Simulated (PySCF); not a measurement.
Si(Me)(OEt)(NH2)2, C3H12N2OSi, SMILES C(O[Si](C)(N)N)C (GFN2-xTB optimised geometry):

```
19

C     -1.670    -1.568    -3.334
C     -1.726    -1.154    -1.871
O     -0.422    -0.991    -1.380
Si     0.046    -0.250     0.000
C     -0.546    -1.115     1.581
N     -0.647     1.339     0.000
N      1.778    -0.250     0.000
H     -2.676    -1.708    -3.721
H     -1.167    -0.802    -3.918
H     -1.116    -2.498    -3.435
H     -2.281    -0.216    -1.760
H     -2.239    -1.923    -1.280
H     -0.020    -0.744     2.453
H     -1.607    -0.956     1.742
H     -0.378    -2.186     1.527
H     -0.541     1.889    -0.838
H     -0.476     1.923     0.802
H      2.236     0.092    -0.830
H      2.239    -1.094     0.299
```

Method: PBE0/def2-SVP (PySCF).

Question: What are the frontier orbital energies and the dipole moment?

Answer: HOMO-2 -7.62 eV, HOMO-1 -7.32 eV, HOMO -6.85 eV, LUMO 1.57 eV, LUMO+1 2.42 eV; dipole moment 0.53 D.

Meta-Löwdin charges at PBE0/def2-SVP: C1 -0.30, C2 0.05, O3 -0.63, Si4 1.21, C5 -0.59, N6 -0.71, N7 -0.71, H8 0.10, H9 0.10, H10 0.10, H11 0.08, H12 0.08, H13 0.12, H14 0.12, H15 0.11, H16 0.21, H17 0.22, H18 0.21, H19 0.21.
